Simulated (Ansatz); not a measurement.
Species: C6H12Cl (charge 0, doublet). It need not be the lowest isomer of its formula. 
Structure (B3LYP-D3(BJ)/def2-TZVP (Ansatz, a quantum-chemistry and plane-wave program) minimum search):
SMILES: CCC[CH][C@H](C)Cl
```xyz
19

C     -3.7177    -0.6221    -0.1735
C     -2.3780    -0.9068     0.4973
C     -1.2072    -0.2156    -0.2048
C      0.1053    -0.4427     0.4486
C      1.3692    -0.2475    -0.2439
C      2.5818    -0.8735     0.4083
Cl     1.6917     1.6388    -0.3447
H     -3.7195    -0.9662    -1.2106
H     -3.9335     0.4489    -0.1810
H     -4.5364    -1.1241     0.3446
H     -2.1968    -1.9852     0.5209
H     -2.4108    -0.5780     1.5405
H     -1.4041     0.8678    -0.2410
H     -1.1592    -0.5306    -1.2538
H      0.1371    -0.5349     1.5298
H      1.2990    -0.4961    -1.3008
H      3.4928    -0.6147    -0.1286
H      2.6802    -0.5376     1.4408
H      2.4715    -1.9609     0.4069
```
Charge 0, spin multiplicity 2.

Computed values are from Ansatz. Correlated levels leave the core frozen unless marked. Open shells are spin-unrestricted. No spin-orbit coupling. No relativistic terms. Basis-set limits of correlation are two-point, X^-3; Hartree-Fock from the larger set. The bracket is a focal-point correction in the basis named.

**Question.** What is the dipole moment at CCSD(T)/aug-cc-pV(D+d)Z?

**Answer.** 2.46 D.

**Question.** What is the atomisation energy De at RI-MP2/CBS(cc-pV(T+d)Z,cc-pV(Q+d)Z)+[CCSD(T)-MP2]/cc-pV(T+d)Z?

**Answer.** 7390.1 kJ/mol.

**Question.** What is the T1 diagnostic at CCSD/cc-pV(T+d)Z?

**Answer.** 0.012.

**Question.** What is the total energy at RI-MP2/CBS(cc-pV(T+d)Z,cc-pV(Q+d)Z)+[CCSD(T)-MP2]/cc-pV(T+d)Z?

**Answer.** -695.2686 Eh.
